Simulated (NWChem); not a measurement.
# SiHF3: a line through the functionals

The species is SiHF3 (5 atoms), meant as a singlet with charge 0. SMILES: `F[SiH](F)F`. The shape is that of a PBE0-D4/def2-TZVP optimisation.

The dipole moment y, in D, basis def2-SVPD; a is the functional's share of exact exchange. Programs: NWChem 7.3.0.

| functional | program | a | y (D) |
| --- | --- | --- | --- |
| BLYP | NWChem | 0 | 1.35 |
| TPSS | NWChem | 0 | 1.31 |
| B3LYP | NWChem | 0.2 | ? |
| PBE0 | NWChem | 0.25 | 1.43 |
| BHLYP | NWChem | 0.5 | 1.53 |

Fit y = c + s·a to the known rows and predict B3LYP.


1. Means of the 4 rows: a = 0.1875, y = 1.405.
2. Σ(Δa)² = 0.17188, Σ(Δa·Δy) = 0.06875, so the slope is 0.06875/0.17188 = 0.39999.
3. Intercept: 1.405 − (0.39999) × 0.1875 = 1.330. The largest residual of the fit is 0.020.
4. B3LYP: 1.330 + (0.39999) × 0.2 = 1.41 D.

The run gave 1.43 D, so the prediction is off by -0.02 D, about the scatter of the fit. More exact exchange makes the molecule more polar here.
